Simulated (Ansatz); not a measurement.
Energy needed to pull apart CH5As (SMILES C[AsH2]), singlet, into free ground-state atoms, from the structure below (displaced at random from a GFN2-xTB minimum); no zero-point or spin–orbit terms; open-shell atoms are treated unrestricted, in their ground-state multiplicity.

| atom | x (Å) | y (Å) | z (Å) |
| --- | --- | --- | --- |
| C1 | -0.0233 | -0.7260 | -0.2489 |
| As2 | 0.7376 | 0.8052 | 0.6950 |
| H3 | -0.2314 | -1.5266 | 0.4804 |
| H4 | 0.6535 | -1.1410 | -0.9800 |
| H5 | -0.9884 | -0.4797 | -0.7534 |
| H6 | -0.5506 | 1.2399 | 1.2867 |
| H7 | 0.5413 | 1.7595 | -0.4549 |

Computed with Ansatz 0.2.0 (basis: def2-TZVPP); correlated methods freeze the cores. Filled d shells of the heavier atoms are correlated. The def2 sets are not built for correlating such inner shells, so the correlated values are less sure here.

| method | atomization energy (eV) |
| --- | --- |
| PBE-D4 | 22.56 |
| revPBE-D4 | 22.15 |
| r2SCAN-D4 | ? |
| PBE0-D4 | ? |
| HSE06-D4 | 22.30 |
| wB97M-V | 22.42 |
| HF | 16.20 |
| MP2 | 21.68 |
| CCSD | 21.69 |
| CCSD(T) | 21.93 |

(1) What does PBE0-D4 give? (Judge from chemistry; the value comes from the calculation.)

(2) What does r2SCAN-D4 give? (To be estimated.)

No T1 diagnostic of these runs exceeds 0.011.

## Answers

(1) The calculation gives: 22.30 eV, which is about 0.37 eV more than CCSD(T)/def2-TZVPP.

(2) Computed: 22.40 eV, which is about 0.47 eV more than CCSD(T)/def2-TZVPP.

In triple zeta the MP2 and coupled-cluster atomization energies are still short of their basis limit by a few kcal/mol a bond, whereas those of the functionals are nearly converged, so these differences are not deviations from converged CCSD(T).

For scale, one of the runs: CCSD(T)/def2-TZVPP forces, 149 basis functions (an equivalent command: `ansatz run in.yaml --threads 4`). Hardware: 4 CPU threads, shared host. Wall time 54 s; peak host memory 1.7 GiB.
